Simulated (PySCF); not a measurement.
A geometry optimisation on `N[SiH2][SiH2][SeH]`.

Method: PBE0-D3(BJ)/def2-SVP geometry optimisation, gas phase (PySCF 2.14.0). Start geometry: GFN2-xTB. The input is one job of a driver script: a line of settings, then coordinates in Å.

Input:
```
{"job": {"xc": "PBE0", "basis": "def2-SVP", "d3": "d3bj", "grid": 1, "maxiter": 30, "shake": 0.01, "kind": "geom"}, "charge": 0, "multiplicity": 1}
N     -1.935950    -0.114960    -0.819310
Si    -0.785010     0.348680     0.348160
Si     1.195090    -0.335030    -0.611440
Se     3.002160     0.047000     0.847330
H     -1.838040     0.180340    -1.794450
H     -2.935590    -0.029920    -0.581550
H     -0.756910     1.776430     0.730790
H     -1.146450    -0.393480     1.544690
H      1.674650     0.424680    -1.754900
H      1.336960    -1.750050    -0.956090
H      2.227200    -0.179510     2.071020
```

Output:
```
step   0  E = -3038.42779400  max force = 0.031952
step   1  E = -3038.43632518  max force = 0.002842
step   2  E = -3038.43652097  max force = 0.001255
step   3  E = -3038.43668625  max force = 0.001458
step   4  E = -3038.43676300  max force = 0.001588
step   5  E = -3038.43686010  max force = 0.000605
step   6  E = -3038.43689750  max force = 0.000449
step   7  E = -3038.43691081  max force = 0.000283
optimisation converged
```

Energies in Eh; «max force» is the largest Cartesian gradient component in Eh/bohr.

How much energy does the optimisation release, in kcal/mol?

E(step 0) − E(last step) = 0.009117 Eh, which is 5.7 kcal/mol.

Give the first gradient maximum in eV/Å.

With 1 Eh/bohr = 51.422 eV/Å, 1.643 eV/Å.

In short: final energy -3038.43691 Eh after 7 steps; dipole 2.48 D.

Where do the atoms end?

0.147 Å rms from the input after alignment:
```
atom  x, y, z in Å
N1    -2.0180   -0.1739   -0.8745
Si2   -0.7904    0.3123    0.2515
Si3    1.3255   -0.2922   -0.5470
Se4    2.8789    0.4110    0.9898
H5    -1.9554    0.1388   -1.8373
H6    -2.9867   -0.1913   -0.5732
H7    -0.7192    1.7748    0.5921
H8    -1.0350   -0.4208    1.5332
H9     1.6935    0.4470   -1.7941
H10    1.4421   -1.7582   -0.8202
H11    2.2030   -0.2741    2.1043
```

Estimate the wall time. Hardware: one thread, Arm Neoverse V1 (aarch64), shared host. And the peak memory of the process?

About 49 s, with 0.50 GiB resident at the peak, the Python interpreter and its libraries included.
Labels such as C1 count atoms from 1, the log's own numbers from 0.
